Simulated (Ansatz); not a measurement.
`C[C](C)(F)[AlH2]` + `O[SiH](O)Br` → `O[SiH](Br)[O][AlH2]` + `CC(C)F`  (ligand exchange at the Al–C bond)

Program: Ansatz. Geometries: PBE0-D4/def2-TZVP. ΔE: electronic, gas phase. CBS: MP2 limit from def2 TZ/QZ plus the TZ coupled-cluster correction, frozen cores. For Br outer-core shells are correlated without core-valence functions, which leaves a few kJ/mol of doubt a bond. Scalar relativity is left out up to krypton. One conformer a species, not always the lowest.

```json
{"species": "`C[C](C)(F)[AlH2]`", "CCSD(T)/CBS(def2) energy (Eh)": "-460.75319"}
{"species": "`O[SiH](O)Br`", "CCSD(T)/CBS(def2) energy (Eh)": "-3014.70788"}
{"species": "`O[SiH](Br)[O][AlH2]`", "CCSD(T)/CBS(def2) energy (Eh)": "-3257.37089"}
{"species": "`CC(C)F`", "CCSD(T)/CBS(def2) energy (Eh)": "-218.16942"}
```

(1) Work out ΔE.

Largest T1 diagnostic among the species: 0.011.

## Answers

(1) ΔE = (-3257.37089) + (-218.16942) − (-460.75319) − (-3014.70788) = -0.07924 Eh = -2.16 eV.

From PBE to PBE0 (25 % exact exchange), in def2-TZVPP and without D4, ΔE moves by −0.10 eV. In def2-TZVPP, CCSD(T) changes the Hartree–Fock value by +0.26 eV (the triples alone add +0.04 eV) and MP2 by +0.23 eV.
